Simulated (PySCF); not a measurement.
Compound: (ClSi)4S6 adamantane, Cl4S6Si4.
Bonds: Si1–Cl2, Si1–S3, Si1–S9, Si1–S13, S3–Si4, Si4–Cl5, Si4–S6, Si4–S14, S6–Si7, Si7–Cl8, Si7–S9, Si7–S10, S10–Si11, Si11–Cl12, Si11–S13, Si11–S14.

Level of theory: PySCF 2.14.0, PBE0-D3(BJ)/def2-SVP geometry optimisation, gas phase.

(1) List the bond lengths, angles and torsions at this level.

## Answers

(1) 
| bond | length (Å) |
| --- | --- |
| Si1–Cl2 and 3 like bonds | 2.039 |
| Si1–S3 and 11 like bonds | 2.137 |

Bonds in one row agree within 0.01 Å and their mean is given. A selection of angles:
| angle | degrees |
| --- | --- |
| Cl2–Si1–S3 | 105.2 |
| S3–Si1–S9 | 113.2 |
| Si1–S3–Si4 | 101.6 |

Dihedral angles: Cl2–Si1–S3–Si4 180° (antiperiplanar); Cl2–Si1–S9–Si7 180° (antiperiplanar); Cl2–Si1–S13–Si11 180° (antiperiplanar); Si1–S3–Si4–Cl5 180° (antiperiplanar); S3–Si4–S6–Si7 65° (synclinal); S3–Si4–S14–Si11 -65° (synclinal); Si4–S6–Si7–Cl8 180° (antiperiplanar); S6–Si7–S9–Si1 65° (synclinal); S6–Si7–S10–Si11 -65° (synclinal); Si7–S10–Si11–Cl12 180° (antiperiplanar); S10–Si11–S13–Si1 65° (synclinal); S10–Si11–S14–Si4 -65° (synclinal).

All 4 Cl–Si bonds measure 2.038 to 2.040 Å. S3 (sulfur bonded to 2 Si) is bent (angle 101.6°). All 12 S–Si bonds measure 2.135 to 2.138 Å. Si1 (silicon bonded to Cl and 3 S) is distorted tetrahedral (angles from 105.2° to 113.2°).

Point group: Td (every atom within 0.08 Å of its image). No frequency check. The numbers are those of one conformer.
